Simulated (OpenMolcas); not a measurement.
# S: thermal populations, the spin-orbit constant, Slater's ratio, worked from levels

- Program: OpenMolcas
- Basis: ANO-R1 [4s3p1d]
- Scalar Hamiltonian: X2C, finite nucleus
- Active space: 4 electrons in 3 orbitals (3p)
- State averaging: 2S+1 = 3 even, 3 roots; 2S+1 = 1 even, 6 roots
- Spin-orbit coupling: RASSI with atomic mean-field integrals over the reference wave functions, term energies averaged over their components

Methods: CASSCF; SS-CASPT2, IPEA 0.25 Eh, imaginary shift 0.1 Eh (closed shells correlated: 2s 2p 3s). Measured levels: NIST Handbook of Basic Atomic Spectroscopic Data.

**Thermal populations.** Z = Σ (2J + 1) exp(-E/kT) with k = 0.695035 cm-1/K, over the levels below. No other level of either list lies under 52600 cm-1, which is above 7 kT at each temperature.

| Level | 2J + 1 | SS-CASPT2 | measured |
| --- | --- | --- | --- |
| 3s2 3p4 3P2 | 5 | 0.0 | 0.0 |
| 3s2 3p4 3P1 | 3 | 349 | 396 |
| 3s2 3p4 3P0 | 1 | 511 | 574 |
| 3s2 3p4 1D2 | 5 | 10660 | 9239 |
| 3s2 3p4 1S0 | 1 | 24990 | 22180 |

| T (K) | Z, SS-CASPT2 | Z, measured levels | Ground level (%), SS-CASPT2 | Ground level (%), measured levels |
| --- | --- | --- | --- | --- |
| 3000 | 8.350 | 8.300 | 59.9 | 60.2 |
| 5000 | 8.810 | 8.877 | 56.8 | 56.3 |
| 8000 | 9.476 | 9.663 | 52.8 | 51.7 |

At 8000 K, kT = 5560 cm-1, and the computed levels give Z = 5.000 + 2.817 + 0.912 + 0.735 + 0.011 = 9.476.

**The spin-orbit constant.** For the Hund term 3P of p4, E(J) = (A/2) J(J+1) + constant and ζ = -2S·A = -2A. From J = 0 to J = 2 the energy changes by 3 A.

```csv
Source,E(2) - E(0),A,ζ
CASSCF,-512.0,-170.7,341
SS-CASPT2,-511.1,-170.4,341
measured,-573.6,-191.2,382
```

All in cm-1. SS-CASPT2 is off by -10.9 % and CASSCF by -10.7 %. Both methods take the spin-orbit matrix elements from the reference wave functions, so the second can move ζ only through the term energies and any multistate remixing. Second-order mixing with other terms is absorbed into this ζ.

**Slater's ratio.** With one set of orbitals, p4 has 1D - 3P = 6 F2 and 1S - 1D = 9 F2 (F2 = F²/25), a ratio of 3/2. Term energies are centres of gravity, weighted by 2J + 1.

```csv
Source,1D - 3P,1S - 3P,F2 from the first,Ratio
CASSCF,11750,29293,1958,1.493
SS-CASPT2,10485,24821,1748,1.367
measured,9043,21984,1507,1.431
```

Energies in cm-1. A ratio away from 3/2 shows effects beyond one configuration with one set of orbitals, and in heavier atoms second-order spin-orbit shifts.

CASPT2 breaks the degeneracy within a term, and the mean is taken; among the terms shown or strongly mixed into the levels shown the widest spread is 150 cm-1 (3s2 3p4 1D, SS-CASPT2). With the s shell closed, the reference lacks s² → p² mixing. Without dynamic correlation excited terms often stand tens of per cent too high (terms of higher spin than the ground term too low), and those without a measured partner can miss by more than the paired ones (holds for CASSCF). Some terms miss by over 15 % even with CASPT2, which points to a basis or an active space too small for the shells correlated (holds for SS-CASPT2). Computed and measured levels are paired by configuration, term and J; levels that our copy of the source lacks, or whose pairing is in doubt (as where it misses far off the trend of its configuration), stay unpaired and out of the deviations. Only configurations of the active space appear.
